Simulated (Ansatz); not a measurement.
Gas-phase electronic energies from Ansatz, PBE0-D4/def2-TZVP geometries. CCSD(T)/CBS adds triple-zeta CCSD(T) − MP2 to the extrapolated MP2 energy (def2 sets, frozen cores). This one scheme is used for every species. Double bonds are as drawn, so ΔE can hold a change between cis and trans. DFT in def2-TZVPP. Triplets are unrestricted, without spin–orbit coupling.

Consider the formal loss of a carbene: `C/C(Cl)=[CH]\[AlH2]` → `[AlH2]/[CH]=C/Cl` + `[CH2]` (triplet).

`C/C(Cl)=[CH]\[AlH2]`:

```xyz
11

C    -1.310    0.642    0.433
C     0.128    0.570    0.804
Cl    0.481    1.541    2.218
C     1.103   -0.116    0.204
Al    0.896   -1.235   -1.360
H    -1.596    1.676    0.225
H    -1.516    0.031   -0.447
H    -1.934    0.298    1.262
H     2.091   -0.022    0.651
H     2.179   -1.964   -1.938
H    -0.521   -1.421   -2.051
```

`[AlH2]/[CH]=C/Cl`:

```xyz
8

Al    1.142   -0.918    0.523
C     0.186    0.616   -0.169
C    -1.122    0.488   -0.376
Cl   -2.148    1.738   -0.987
H     2.701   -0.855    0.799
H     0.287   -2.226    0.795
H     0.638    1.577   -0.403
H    -1.683   -0.420   -0.181
```

`[CH2]` (triplet):

Cartesian coordinates in Å:
```
C -0.027 0.089 0.260
H 0.568 -0.808 0.191
H -0.541 0.718 -0.451
```

| level | ΔE (eV) |
| --- | --- |
| ωB97X-V | 4.79 |
| HF/CBS(def2) | 3.09 |

Task: What does CCSD(T)/CBS give? (An estimate is asked.)

Result: The calculation gave: +4.68 eV. The listed levels differ from it by 0.11, -1.59 eV.

Largest T1 diagnostic among the species: 0.011.

The D4 term adds +0.14 eV with B3LYP and +0.07 eV with PBE0; it sums over pairs of atoms, weighted by their polarisabilities, and B3LYP, whose exchange is more repulsive, gets the larger term. In def2-TZVPP, CCSD(T) changes the Hartree–Fock value by +1.46 eV (the triples alone add +0.13 eV) and MP2 by +1.63 eV. From PBE to PBE0 (25 % exact exchange), in def2-TZVPP and without D4, ΔE moves by −0.08 eV.

B3LYP here is the variant with VWN-RPA as its local correlation; programs differ in this.
